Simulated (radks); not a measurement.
The numbers below are computed, except where a source is named.
Q: Neutral potassium, [Ar] 4s1. Code: a radial shooting solver on a logarithmic mesh with Libxc functionals. Model: non-relativistic Kohn-Sham, PBE, spin-polarised, spherical densities, point nucleus. Every spin shell is full or empty, so the densities are truly spherical. Functionals are evaluated on that one density, not self-consistently. Rank these orbital-free kinetic functionals by their error against the exact value of the orbitals, and give that value: Thomas-Fermi, von Weizsacker, TF + vW, TF + vW/9, TF + vW/5, LC94, APBEK, revAPBEK, Perdew 92, Thakkar, Pearson, LKT, PG1, DePristo-Kress, Ernzerhof.

A: Exact: 599.071 hartree. From best to worst, with 100 (|E| - |E exact|)/|E exact| (equal figures are ties): Ernzerhof -0.05, DePristo-Kress +0.06, LC94 +0.13, Thakkar -0.14, APBEK +0.25, revAPBEK +0.57, Perdew 92 -0.58, TF + vW/9 -0.60, Pearson -1.40, TF + vW/5 +4.52, Thomas-Fermi -6.99, PG1 +22.94, LKT +28.51, von Weizsacker -42.49, TF + vW +50.53.
